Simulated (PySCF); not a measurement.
Highest harmonic wavenumber (cm⁻¹) of eight silicon and germanium compounds: PBE-D3(BJ) beside B3LYP-D3(BJ), computed with PySCF for isolated molecules in the bases named; differences from unrounded values. The eight are the first of their class met in an unordered collection, after screening for sound electronic states; none was chosen by its value. Each level has its own optimised geometry.

| molecule | basis | B3LYP-D3(BJ) | PBE-D3(BJ) | difference |
|---|---|---|---|---|
| CH₅ClFNSi₂, SMILES C1[Si@@H](F)[Si@@H](N1)Cl | def2-SVP | 3580 | 3493 | -87 |
| chloro(disilanyl)silane (ClH7Si3), SMILES [SiH2]([SiH2]Cl)[SiH3] | def2-SVP | 2236 | 2182 | -54 |
| AsF₃H₂Si, SMILES F[Si](F)(F)[AsH2] | def2-SVP | 2194 | 2145 | -49 |
| C2H7FOSi2, SMILES [Si@@H](F)(C([SiH3])=O)C | def2-SVP | 3134 | 3090 | -44 |
| C₃H₆F₂Si, SMILES C/C=C(\F)[SiH2]F | def2-SVP | 3175 | 3109 | -67 |
| CH₄ClFOSi₂, SMILES F[Si@H]1OC[Si@@H]1Cl | def2-SVP | 3098 | 3028 | -70 |
| ClGeH₅SSi, SMILES Cl[SiH2][S][GeH3] | def2-SVP | 2264 | 2198 | -65 |
| CH10FNSi3, SMILES F[Si@@H]([SiH3])[C@H](N)[SiH3] | def2-SVP | 3577 | 3511 | -66 |

PBE-D3(BJ) lies below B3LYP-D3(BJ) in 8 and above it in 0 of the eight; the mean signed difference is -63 and the largest -87 cm⁻¹.
